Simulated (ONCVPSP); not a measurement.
**Configuration tests for chlorine (ONCV)**

Cl, optimised norm-conserving Vanderbilt (ONCV), made with ONCVPSP 4.0.1 (revPBE, scalar-relativistic). Core [Ne], reference 3s2 3p5. Waves: 3s: rc 1.40 bohr, ncon 4, nbas 7, qcut 5 1/bohr, 2 projectors, debl 3.5 Ha; 3p: rc 1.10 bohr, ncon 4, nbas 8, qcut 7.6 1/bohr, 2 projectors, debl 1.7 Ha; d scattering state at 0.05 Ha: rc 1.50 bohr, ncon 4, nbas 9, qcut 6.4 1/bohr, 2 projectors, debl 3.2 Ha. Local part: polynomial inside 0.75 bohr (lpopt 5, dvloc0 4 Ha). Core correction: Teter function fitted to the true core (icmod 2), fcfact 0.65.

Energies are relative to the spin-unpolarised reference configuration 3s2 3p5; without spin polarisation the order of configurations can differ from experiment.

| valence configuration | charge | ΔE all-electron (eV) | error AE − PS (meV) |
| --- | --- | --- | --- |
| 3s2 3p2 | +3 | 77.554 | +47 |
| 3s2 3p4.5 | +0.5 | 5.566 | -0.1 |

What are ΔE and the potential's error for 3s2 3p4?

ΔE = 13.845 eV all-electron; the error (AE − PS) is +0.6 meV.

What are ΔE and the potential's error for 3s2 3p3?

ΔE = 39.269 eV all-electron; the error (AE − PS) is +10 meV.

Levels in the configuration 3s2 3p2:

| level | all-electron (eV) | pseudo (eV) |
| --- | --- | --- |
| 3s | -58.875 | -58.817 |
| 3p | -45.090 | -45.027 |
